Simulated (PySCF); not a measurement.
PBE on P (phosphorus, neutral), [Ne] 3s1 3p3 3d1, high-spin 6D determinant (an excited configuration). Calculation: PySCF 2.14, in aug-cc-pwCVQZ (10s9p7d5f3g, 134 functions); no relativity, point nucleus.

```
cycle= 1 E= -340.605355837547  delta_E= -0.00971  |g|= 0.0153  |ddm|=  1.1
cycle= 2 E= -340.605392220049  delta_E= -3.64e-05  |g|= 0.00628  |ddm|= 0.127
cycle= 3 E= -340.605400460194  delta_E= -8.24e-06  |g|= 0.000554  |ddm|= 0.0292
cycle= 4 E= -340.605400551779  delta_E= -9.16e-08  |g|= 0.000336  |ddm|= 0.00576
cycle= 5 E= -340.605400626372  delta_E= -7.46e-08  |g|= 8.84e-06  |ddm|= 0.00143
cycle= 6 E= -340.60540062646  delta_E= -8.78e-11  |g|= 1.12e-06  |ddm|= 0.000215
converged SCF energy = -340.60540062646  <S^2> = 8.7500137  2S+1 = 6.0000046
```

Highest occupied orbital energy: 0.055 eV; ⟨L²⟩ = 6.01; populations by l: s 5.00, p 9.00, d 1.00, f 0.00.

(1) Can this result be used?

Results:

(1) Not for this state. Self-consistency was reached. The outer electron is Rydberg-like, and this basis confines it to a smaller radius and binds it less than a complete one would. At PBE the highest occupied level has a positive energy, so only the finite basis holds that electron; for this excited configuration the basis is too tight for the outer shell.
